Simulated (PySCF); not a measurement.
Species: C₅H₁₄Si.
Structure used (GFN2-xTB), in Å, numbered top down from 1:
```
atom  x, y, z in Å
C1    -3.2655   -0.1069    0.0711
C2    -1.9048    0.5328    0.3195
C3    -0.7711   -0.3251   -0.2372
C4     0.6057    0.2931   -0.0017
C5     1.7255   -0.5784   -0.5645
Si6    3.4580    0.1538   -0.2936
H7    -4.0638    0.5140    0.4713
H8    -3.3188   -1.0841    0.5465
H9    -3.4346   -0.2380   -0.9956
H10   -1.8748    1.5198   -0.1483
H11   -1.7585    0.6723    1.3931
H12   -0.8057   -1.3126    0.2306
H13   -0.9224   -0.4658   -1.3107
H14    0.7573    0.4345    1.0714
H15    0.6413    1.2806   -0.4687
H16    1.6676   -1.5676   -0.1044
H17    1.5523   -0.7298   -1.6325
H18    3.5470    1.4602   -0.9502
H19    4.4555   -0.7522   -0.8665
H20    3.7047    0.3103    1.1419
```

Method: PySCF 2.14.0, density-fitted response routines, TDDFT PBE0/def2-SVPD, vertical, gas phase, core orbitals frozen in the response.

Kohn–Sham orbitals with the atoms that hold most of them (Löwdin shares over 4%, at most four atoms; ? is withheld):

| orbital | ε (eV) | atoms |
| --- | --- | --- |
| HOMO-3 | -9.32 | Si6 25%, H20 15%, H18 15%, C5 14% |
| HOMO-2 | -9.18 | C5 13%, C3 13%, C4 13%, C2 11% |
| HOMO-1 | -9.16 | C3 20%, C2 17%, C4 10%, H13 9% |
| HOMO | -8.20 | ? |
| LUMO | 0.53 | ? |
| LUMO+1 | 0.97 | C1 24%, C2 12%, H7 8%, Si6 8% |
| LUMO+2 | 1.11 | Si6 47%, H18 12%, H20 12%, H19 10% |

**Question.** Which atoms hold the LUMO, and with what shares?

**Answer.** Si6 (bonded to C and 3 H) 29%; C5 (bonded to C, Si and 2 H) 11%; C4 (bonded to 2 C and 2 H) 8%; H20 (bonded to Si) 6%. By element: silicon 29%, carbon 20% or more, hydrogen 6% or more.

**Question.** Give the leading atoms of the HOMO.

**Answer.** C5 (bonded to C, Si and 2 H) 27%; Si6 (bonded to C and 3 H) 18%; C3 (bonded to 2 C and 2 H) 13%; C4 (bonded to 2 C and 2 H) 12%. By element: carbon 52% or more, silicon 18%.

**Question.** The HOMO–LUMO gap is 8.73 eV. Where does the response calculation put the lowest singlet, and from which orbitals?

**Answer.** S1 is at 7.60 eV (f = 0.025), 1.13 eV below the gap, made of HOMO→LUMO (98%). 

**Question.** Give energy, strength and leading configuration of S1 and S2, and follow the Löwdin shares of the leading atoms from the occupied to the empty orbital.

**Answer.** 
- S1 (7.60 eV, f 0.025), HOMO→LUMO (98%): C5 27% → 11%, Si6 18% → 29%
- S2 (8.22 eV, f 0.0095), HOMO→LUMO+1 (92%): C5 27% → at most 8%, Si6 18% → 8%, C1 at most 12% → 24%, C2 at most 12% → 12%

On one thread, Arm Neoverse V1, no GPU, shared host, this took 51 s of wall time.

One conformer stands for the species.
